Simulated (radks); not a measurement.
Results of a calculation; reference values are marked as such.
How relativity changes the ionisation of neutral aluminium ([Ne] 3s2 3p1) to Al+ ([Ne] 3s2). Spin-unpolarised spherical Kohn-Sham, PBEsol, point nucleus unless stated (finite: rms radius 3.061 fm), a radial shooting solver on a logarithmic mesh with Libxc functionals. A level marked "c x" has the speed of light scaled by that factor and shares open shells by 2j + 1; other Dirac levels either fill j = l - 1/2 first or share by 2j + 1.

| level | E(Al) (hartree) | E(Al+) (hartree) | IE (eV) | HOMO | <r> HOMO (bohr) |
|---|---|---|---|---|---|
| non-rel. | -241.73863 | -241.52747 | 5.746 | 3p | 3.432 |
| scalar-rel. | -242.19614 | -241.98534 | 5.736 | 3p | 3.434 |
| scalar-rel., finite nucleus | -242.19600 | -241.98520 | 5.736 | 3p | 3.434 |
| Dirac, 2j+1 shares | -242.19636 | -241.98556 | 5.736 | 3p3/2 | 3.437 |
| Dirac, low j first | -242.19676 | -241.98556 | 5.747 | 3p1/2 | 3.429 |
| Dirac, 2j+1 shares, finite nucleus | -242.19622 | -241.98542 | 5.736 | 3p3/2 | 3.437 |
| Dirac, c x 0.85 | -242.37325 | -242.16260 | 5.732 | 3p3/2 | 3.439 |
| Dirac, c x 1.5 | -241.94156 | -241.73056 | 5.742 | 3p3/2 | 3.434 |
| Dirac, c x 3 | -241.78929 | -241.57817 | 5.745 | 3p3/2 | 3.432 |

NIST Atomic Spectra Database: 5.986 eV (measured). The relativistic part of the total energy of Al is -0.4576 hartree (Dirac, 2j+1 shares, finite nucleus), 0.19 % of the non-relativistic value. Spin polarisation and multiplet splitting of open shells are left out at every level.

Beside tabulated values, note that spin-unpolarised runs miss the spin-polarisation part of the exchange energy of open shells.
